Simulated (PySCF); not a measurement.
**A search over the determinants of SbF⁺**

Unrestricted PBE0; PySCF, scalar-relativistic core potentials, basis sets Sb aug-cc-pVDZ-PP with ECP28, F aug-cc-pVDZ. Outer shells of the fragments: Sb+ 4d10 5s2 5p2; F 2s2 2p5.

Followed along the bond (rough minima from three points):

```csv
2Ms+1,unpaired,⟨S²⟩ at the start,R at minimum (Å),Te (eV)
2,π ↑,0.75,1.88,0.00
4,"σ ↑, π ↑↑",3.76,2.16,4.16
```

Solutions found at the starting distance of 2.080 Å, counted from the lowest of them; the search is not exhaustive and high or unbound solutions are not listed, so other states can lie among these:

```csv
2Ms+1,unpaired,term,E (eV),⟨S²⟩,⟨Lz²⟩,μ (D)
2,π ↑,²Π,0.00,0.75,1.01,-3.88
2,σ ↑,²Σ⁺,2.60,0.75,0.00,-3.50
4,"σ ↑, π ↑↑",⁴Σ⁻,3.73,3.76,0.00,-1.45
4,π ↑↑↑,⁴Π,3.89,3.76,1.00,0.87
2,"σ ↓, π ↑↑",mixed,4.22,1.76,0.00,-0.68
2,π ↑↑↓,mixed,4.27,1.76,3.02,0.88
4,"σ ↑↑, π ↑",⁴Π,5.50,3.75,1.00,-0.70
4,"σ ↑, π ↑↑",mixed,5.56,3.75,2.01,1.11
4,"σ ↑, π ↑↑",mixed,5.67,3.75,2.01,1.12
```

A term symbol is given only where ⟨S²⟩ and ⟨Lz²⟩ are close to those of a pure state; real π, δ and φ orbitals otherwise mix terms. A positive dipole points towards F; it is taken about the centre of mass and depends on that origin.

Question: Compare the gap between the two lowest followed solutions at the starting distance with the gap between their minima.

Answer: At PBE0 the second solution (quartet, unpaired electrons σ ↑, π ↑↑) lies +3.73 eV from the first (doublet, unpaired electrons π ↑) at 2.080 Å and +4.16 eV at the minima; the two curves relax by different amounts, since their minima lie near 2.16 and 1.88 Å.

Spin–orbit coupling is left out. Counting both spins, an empty level lies below a filled one in some of these solutions, because spin and occupation are held.
